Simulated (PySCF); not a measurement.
A calculated (LDA, PySCF 2.14, jorge-DZP-DKH, the spin-free X2C one-electron Hamiltonian (Gaussian nucleus)) atom or ion has these occupied shells.

| shell | electrons | orbital energy (eV) | rms radius, mean of both spins (bohr) |
| --- | --- | --- | --- |
| 1s α | 1 | -7015.7 | 0.0677 |
| 1s β | 1 | -7015.7 | 0.0677 |
| 2s α | 1 | -857.10 | 0.290 |
| 2s β | 1 | -854.42 | 0.290 |
| 2p α | 3 | -737.25 | 0.261 |
| 2p β | 3 | -735.18 | 0.261 |
| 3s α | 1 | -133.04 | 0.869 |
| 3s β | 1 | -127.25 | 0.869 |
| 3p α | 3 | -99.233 | 0.920 |
| 3p β | 3 | -93.566 | 0.920 |
| 3d α | 5 | -45.587 | 1.10 |

Name the element and its charge.

Fe³⁺ (iron, charge +3), in [Ar] 3d5, high-spin 6S determinant.
